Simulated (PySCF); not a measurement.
Input file for PySCF: R-B3LYP/LANL2DZ on BFH4OSi (SMILES FBO[SiH3]), a point of a torsion scan.

```python
from pyscf import gto, scf, dft, mp
from pyscf.data.elements import chemcore

mol = gto.M(
    atom='''
    F     2.38793819    0.23971817   -0.58551799
    B     1.55011318   -0.02737327    0.41715119
    O     0.43320353   -0.66011498    0.17547399
    Si   -0.85066183   -1.11318614   -0.71162636
    H     1.88193363    0.29698924    1.49618815
    H    -0.56921000   -1.02942315   -2.14482829
    H    -1.07440848   -2.48653238   -0.26954614
    H    -1.90596047   -0.18108016   -0.31809888
    ''',
    basis='lanl2dz',
    ecp={'Si': 'lanl2dz'},
    charge=0, spin=0, verbose=3, max_memory=1800)
mf = dft.RKS(mol, xc='b3lyp')
mf.conv_tol = 1e-8
mf.max_cycle = 100
mf.kernel()
if not mf.converged:
    mf = mf.newton().run(mf.mo_coeff, mf.mo_occ)
```

It printed:

```
converged SCF energy = -206.311175058945
```

The run converged.

Cost: about 5 core-seconds (a rough figure).
